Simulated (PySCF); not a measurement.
Species, as SMILES: [C]=C=[C] (closed-shell singlet).
Geometry (B3LYP-D3(BJ)/def2-TZVP, fixed):
```xyz
3

C      0.0000     0.0000    -1.2873
C      0.0000     0.0000     0.0000
C      0.0000     0.0000     1.2873
```
Charge 0, spin multiplicity 1.

Basis-set convergence of the isotropic shielding of C2 at PBE0 with PySCF. GIAO, no density fitting; atoms are numbered in the order shown. All functions are spherical. No added dispersion term, no relativity. Reference: the value in pcseg-3, 24.81 ppm, itself unsure by roughly 0.17 ppm (its distance from pcSseg-2). Deviations are taken from unrounded values.

```csv
basis,functions,isotropic shielding of C2 (ppm)
cc-pVDZ,42,46.53
aug-cc-pVDZ,69,51.09
def2-SVP,42,47.84
def2-SVPD,60,49.38
pcseg-1,42,37.33
aug-pcseg-1,69,42.33
6-311G**,54,33.88
6-311+G**,66,32.48
cc-pVTZ,90,33.54
aug-cc-pVTZ,138,31.99
pcseg-2,90,27.19
aug-pcseg-2,138,26.32
def2-TZVPP,93,31.33
def2-TZVPPD,111,30.89
def2-QZVPP,171,27.98
def2-QZVPPD,189,27.96
```

What the diffuse functions change, pair by pair:
- cc-pVDZ to aug-cc-pVDZ: 27 more functions, deviation 21.72 to 26.28 ppm
- def2-SVP to def2-SVPD: 18 more functions, deviation 23.03 to 24.57 ppm
- pcseg-1 to aug-pcseg-1: 27 more functions, deviation 12.52 to 17.52 ppm
- 6-311G** to 6-311+G**: 12 more functions, deviation 9.07 to 7.67 ppm
- cc-pVTZ to aug-cc-pVTZ: 48 more functions, deviation 8.73 to 7.18 ppm
- pcseg-2 to aug-pcseg-2: 48 more functions, deviation 2.38 to 1.51 ppm
- def2-TZVPP to def2-TZVPPD: 18 more functions, deviation 6.52 to 6.08 ppm
- def2-QZVPP to def2-QZVPPD: 18 more functions, deviation 3.17 to 3.15 ppm

They bring the value nearer the reference by more than 0.17 ppm in 4 of 8 pairs.
